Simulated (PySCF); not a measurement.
Computed IR spectrum (relative IR intensity) of a molecule C₃H₄O₂Si. Geometry optimised at PBE0-D3(BJ)/def2-SVP. One conformer was computed; it need not be the lowest. Computed with PBE0-D3(BJ)/def2-SVP (PySCF). Frequencies are harmonic and unscaled.

Lines under 2 % of the strongest are left out, and lines within 2 cm⁻¹ are merged.

```tsv
ν (cm⁻¹)	relative intensity
366	2.9
650	6.2
681	3.7
750	9.8
894	10
934	24
962	13
1023	100
1211	10
1751	23
1967	88
2256	14
2270	16
```

Identify the compound among the candidates.
A) O=C1C=C[SiH2]O1
B) C#C[SiH2]C(=O)O
C) C#C[SiH2]OC=O
D) C=C1OC(=O)[SiH2]1

D, C=C1OC(=O)[SiH2]1
